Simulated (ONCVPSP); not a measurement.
**chlorine: variants of one ONCV potential**

Base potential:

- Element: Cl (Z = 17)
- Generator: ONCVPSP 4.0.1
- Type: optimised norm-conserving Vanderbilt (ONCV)
- Functional: PBEsol
- Relativity: scalar-relativistic
- Frozen core: [Ne]
- Valence charge: 7
- Reference configuration: 3s2 3p5
- Partial waves: 3s: rc 1.30 bohr, ncon 4, nbas 8, qcut 5.5 1/bohr, 2 projectors, debl 3.3 Ha; 3p: rc 1.15 bohr, ncon 5, nbas 8, qcut 5.7 1/bohr, 1 projector
- Local potential: polynomial inside 0.85 bohr (lpopt 1, dvloc0 1 Ha)
- Core correction: none

All-electron outer shells of the reference configuration (PBEsol, scalar-relativistic, ld1.x):

```json
{"shell": "2s", "level (eV)": "-252.19", "outermost node (bohr)": "0.12", "outermost maximum (bohr)": "0.36"}
{"shell": "2p", "level (eV)": "-191.42", "outermost node (bohr)": "–", "outermost maximum (bohr)": "0.30"}
{"shell": "3s", "level (eV)": "-20.62", "outermost node (bohr)": "0.56", "outermost maximum (bohr)": "1.27"}
{"shell": "3p", "level (eV)": "-8.56", "outermost node (bohr)": "0.53", "outermost maximum (bohr)": "1.43"}
```

Cutoffs, loose and tight: the cutoffs (Ha) at which the residual kinetic energy of the hardest occupied pseudo-wave falls to 1 and 0.1 mHa per electron. They do not see the model core or the augmentation charge, which bear on the density cutoff. Test errors are all-electron minus pseudo excitation energies from the reference, over the configurations 3s2 3p4; 3s2 3p3; 3s2 3p2; 3s1 3p5. A dash means not determined; rows that change the core or the reference have their own tests.

1 further variants are left out, since the program set their typed debl aside.

| change | outcome | cutoff, loose | cutoff, tight | bound ghosts | GHOST(+) flags above zero | largest test error (meV) |
| --- | --- | --- | --- | --- | --- | --- |
| base | generated | 116 Ha | 145 Ha | none | s | +81 |
| local potential polynomial inside 0.85 bohr (lpopt 1, dvloc0 7 Ha) | generated | 116 Ha | 145 Ha | none | s | +78 |
| functional PBE | generated | 116 Ha | 145 Ha | none | s | +64 |
| p: qcut 7.6 | generated | 107 Ha | 142 Ha | none | s | +81 |
| all radii scaled by about 1.06 (s 1.38, p 1.22 bohr); local potential polynomial inside 0.90 bohr (lpopt 1, dvloc0 1 Ha) | generated | 30 Ha | 118 Ha | none | s | +81 |
| s: ncon 5, nbas 9 | generated | 116 Ha | 145 Ha | none | s | +81 |

(1) What comes out with this change to the base: reference 3s2 3p4?

## Answers

(1) outcome: generated; cutoff, loose: 117 Ha; cutoff, tight: 146 Ha; bound ghosts: none; GHOST(+) flags above zero: s; largest test error (meV): +51.
